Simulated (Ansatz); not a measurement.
A structure relaxed at PBE-D4/def2-SVP in Ansatz, charge 1, singlet:

```xyz
9

P    -1.791    1.063    0.228
P    -1.736    0.297   -1.928
P     2.263   -0.522    0.618
P     1.122   -0.332   -1.409
P    -0.668   -1.636   -1.149
P    -1.298   -0.969    0.924
P     0.634   -0.680    2.178
S    -0.022    1.553   -1.072
S     1.496    1.225    1.611
```

Give its formula.

P₇S₂⁺.

Summarise the bond lengths by kind (pairs closer than 1.2 times the sum of covalent radii, bridged metal pairs left out).

8 × P–P 2.20 to 2.34 Å; 5 × P–S 2.15 to 2.29 Å.

Another isomer (singlet) lies 0.38 eV lower at PBE0-D4/def2-TZVP; other spin states weren't run for this one.
